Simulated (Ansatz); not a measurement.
Level of theory: Ansatz (a first-principles code) with frozen-core CCSD(T)/def2-TZVPP // B3LYP-D3(BJ)/def2-TZVP.

Ansatz 0.2 input:
```yaml
crystal:
  periodic: [false, false, false]
  atoms:
    - { symbol: S, position_ang: [2.474713, 0.109691, -0.800967] }
    - { symbol: Sn, position_ang: [0.183084, -0.170021, 0.015509] }
    - { symbol: S, position_ang: [-0.994401, 1.661103, -1.134677] }
    - { symbol: S, position_ang: [-0.566686, -2.359389, -0.853104] }
    - { symbol: H, position_ang: [2.917482, -0.971055, -0.133712] }
    - { symbol: H, position_ang: [-2.095259, 0.909898, -1.313583] }
    - { symbol: H, position_ang: [-1.683092, -2.366812, -0.102704] }
basis:
  gaussian: { orbitals: def2-TZVPP }
correlation:
  method: ccsd_t
magnetization:
  spin_polarized: true
  initial_magnetization: 1
```

Output:

```
Functional definition: HF
1422 factors; integrals over basis functions are off by at most 9.3e-4 eV
mean field evaluation 1: about -38305.9964 eV, gradient 1.6e1 eV
mean field evaluation 2: about -38306.0083 eV, gradient 1.6e1 eV
mean field evaluation 4: about -38308.2222 eV, gradient 2.6e0 eV
mean field evaluation 8: about -38308.3553 eV, gradient 1.8e-1 eV
mean field evaluation 16: about -38307.7371 eV, gradient 9.3e0 eV
mean field evaluation 32: about -38306.0690 eV, gradient 2.0e0 eV
mean field evaluation 64: about -38305.6314 eV, gradient 2.6e-2 eV
mean field -38308.35644818 eV, -1407.8061331339 hartree, gradient 2.7e-6 eV, S^2 0.775576; 1 other end points of the search recorded, 0 dependent functions left out
determinant -38308.35644818 eV, -1407.8061331339 hartree, with singles and doubles -38332.40469644 eV, -1408.6898899572 hartree
determinant -38306.07940269 eV, -1407.7224532558 hartree, with singles and doubles -38330.16851407 eV, -1408.6077117707 hartree
19 core orbitals not correlated
reference -38308.35644818 eV, -1407.8061331339 hartree; 18, 17 occupied and 181, 182 virtual orbitals, 1422 factors
second order -22.68337111 eV of doubles, -0.00000000 eV of singles
cycle   1  -23.88167357 eV  change   -8.1e-1 eV  update   2.5e-2
cycle   2  -23.92035902 eV  change   -3.9e-2 eV  update   5.7e-3
cycle   3  -23.92252173 eV  change   -2.2e-3 eV  update   2.9e-3
cycle   4  -23.92453334 eV  change   -2.0e-3 eV  update   1.7e-3
cycle   5  -23.92531995 eV  change   -7.9e-4 eV  update   9.4e-4
cycle   6  -23.92540642 eV  change   -8.6e-5 eV  update   4.1e-4
cycle   7  -23.92543367 eV  change   -2.7e-5 eV  update   1.7e-4
cycle   8  -23.92546852 eV  change   -3.5e-5 eV  update   7.8e-5
cycle   9  -23.92542080 eV  change    4.8e-5 eV  update   3.4e-5
cycle  10  -23.92540614 eV  change    1.5e-5 eV  update   1.6e-5
perturbative correction -1.06299977 eV, -0.0390645209 hartree
Total energy: -38333.34485409 eV, -1408.7244401133 hartree
```

Cost: roughly 27 core-minutes.
